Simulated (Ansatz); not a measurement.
`C=C[SiH3]` + `[F][GeH]([F])[GeH3]` → `C=C[SiH2][GeH3]` + `[F][GeH2][F]`  (redistribution)

Isolated molecules relaxed with PBE0-D4/def2-TZVP in Ansatz; ΔE leaves out vibrations. CCSD(T)/CBS is the MP2 limit (def2-TZVPP, def2-QZVPP) plus CCSD(T) − MP2 in def2-TZVPP, frozen cores. DFT in def2-TZVPP. B3LYP here is the variant with VWN-RPA as its local correlation; programs differ in this. For Ge outer-core shells are correlated without core-valence functions, which leaves a few kJ/mol of doubt a bond. Scalar relativity is left out up to krypton. Each species was taken in one conformer, which may not be the lowest.

```csv
level,ΔE (eV)
PBE-D4,0.12
PBE0-D4,0.10
B3LYP-D4,0.16
r2SCAN,0.13
```

Q: What does CCSD(T)/CBS give? (Estimate.)

A: Computed: +0.12 eV. The listed levels differ from it by 0.00, -0.02, 0.04, 0.01 eV.

Largest T1 diagnostic among the species: 0.012.

In def2-TZVPP, CCSD(T) changes the Hartree–Fock value by −0.05 eV (the triples alone add −0.01 eV) and MP2 by −0.05 eV.
